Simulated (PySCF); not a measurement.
C4H8OSi, SMILES C/C=C1/OC[SiH2]1. Geometry optimised at ωB97X-D3(BJ)/def2-SVP. The structure was generated by enumeration; whether it is a known compound was not checked.

All values below come from ωB97X-D3(BJ)/def2-SVP (PySCF 2.14.0).

Harmonic wavenumbers (cm⁻¹): 97, 164, 176, 244, 340, 465, 483, 553, 628, 668, 731, 803, 837, 852, 957, 979, 1028, 1057, 1128, 1158, 1188, 1274, 1316, 1417, 1459, 1473, 1478, 1803, 2263, 2264, 3050, 3087, 3132, 3145, 3148, 3186. Rotational constants (GHz): 5.441, 2.059, 1.550; symmetry number 1.

**Question.** Work out the zero-point energy and the ideal-gas rigid-rotor harmonic-oscillator thermochemistry at 298.15 K and 1 atm.

**Answer.** ZPE = ½ Σ hcν = ½ × 48028 cm⁻¹ = 68.66 kcal/mol. H − E(el) = 73.75 kcal/mol. Entropy in cal/(mol K): translation 39.72, rotation 27.32, vibration 15.59, total 82.63. G − E(el) = 49.12 kcal/mol. Cp = 28.10 cal/(mol K). Modes under 150 cm⁻¹ make the vibrational entropy uncertain.
